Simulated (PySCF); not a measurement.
Compound: C₅H₁₀OSi.
Numbering: `[CH2:1]=[CH:2][O:3][SiH2:4][C:5](=[CH2:6])[CH3:7]` (hydrogens: H8, H9 on C1; H10 on C2; H11, H12 on Si4; H13, H14 on C6; H15, H16, H17 on C7)

Geometry (GFN2-xTB, Å), atoms numbered from 1 in this order:
```xyz
17
C5H10OSi angstrom
C      3.3217    0.4184    0.8169
C      2.4473   -0.0620   -0.0497
O      1.1280   -0.1099    0.2099
Si    -0.0989   -0.8232   -0.5916
C     -1.6192   -0.1613    0.3014
C     -2.7182   -0.8957    0.3989
C     -1.5591    1.2287    0.8585
H      4.3683    0.4582    0.5830
H      3.0097    0.7807    1.7803
H      2.7476   -0.4353   -1.0222
H     -0.0778   -0.4281   -2.0076
H      0.0224   -2.2809   -0.5010
H     -2.7698   -1.8922   -0.0054
H     -3.6129   -0.5359    0.8850
H     -0.7270    1.3142    1.5550
H     -1.3867    1.9450    0.0560
H     -2.4823    1.4913    1.3723
```

Computed, not measured: TDDFT PBE0/def2-SVPD, vertical, gas phase, core orbitals frozen in the response in PySCF 2.14.0, density-fitted response routines.

Orbital energies (eV): HOMO-3 -9.46, HOMO-2 -8.64, HOMO-1 -7.64, HOMO -6.93, LUMO -0.31, LUMO+1 0.38, LUMO+2 0.62.

Lowest singlets, with some entries withheld (?).

```csv
state,ν̃ (cm⁻¹),f,"main configurations (H = HOMO, L = LUMO)"
S1,46340,0.022,H→L (94%)
S2,50200,0.035,"H→L+1 (74%), H→L+2 (19%)"
S3,53810,0.096,"H→L+3 (29%), H-1→L (19%), H→L+2 (17%)"
S4,?,0.048,"H-2→L (40%), H→L+3 (27%), H-1→L (10%)"
S5,?,0.074,"H-2→L (37%), H-1→L+1 (23%), H-1→L (22%)"
S6,?,0.331,"H-1→L+1 (44%), H-1→L (31%)"
```

(1) Supply the missing values.

(2) Where do the lowest triplets lie (Tamm–Dancoff)?

(3) What is the mean static polarisability from the same response equations?

(4) How far apart are S1 and S6, in eV and cm⁻¹?

Results:

(1) 
- S4: ν̃ = 54260 cm⁻¹
- S5: ν̃ = 54700 cm⁻¹
- S6: ν̃ = 56290 cm⁻¹

(2) T1 4.22 eV, H-1→L (89%); T2 4.26 eV, H→L+2 (45%), H→L+1 (31%), H→L (10%). E(S1) − E(T1) = +1.52 eV.

(3) 92.3 au (13.68 Å³), with principal values 71.0, 86.9 and 119.0 au.

(4) 6.979 − 5.746 = 1.233 eV, or about 9950 cm⁻¹.

Time: 46 s; peak memory 0.92 GiB. Hardware: one thread, Arm Neoverse V1 (aarch64), no GPU, shared host with 64 logical CPUs at a one-minute load of 51.

One conformer stands for the species.
